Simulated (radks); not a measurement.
Question: The erbium ion Er15.9+, configuration [Kr] 4d9.1 4f7 (fractional occupations, a model configuration). All-electron calculation, scalar-relativistic Kohn-Sham, PBEsol, spin-unpolarised, spherical densities, point nucleus. Program: a radial shooting solver on a logarithmic mesh with Libxc functionals. Some entries of the table are withheld. Estimate them.

orbital,occ.,eigenvalue (hartree),<1/r> (bohr^-1),<r^2> (bohr^2)
1s,2,-2121.482,77.56,0.0005680
2s,2,-367.7589,18.05,0.008836
2p,6,(1),16.67,0.007188
3s,2,-92.87349,6.662,0.05797
3p,6,-80.43608,6.224,0.05833
3d,10,-64.88490,5.901,0.04860
4s,2,-28.67006,2.864,0.2813
4p,6,-24.49179,2.640,0.3132
4d,9.1,-18.88653,2.381,0.3529
4f,7,(2),2.040,0.4063

Answer: 
(1) 2p eigenvalue (hartree): -326.8738
(2) 4f eigenvalue (hartree): -12.60167
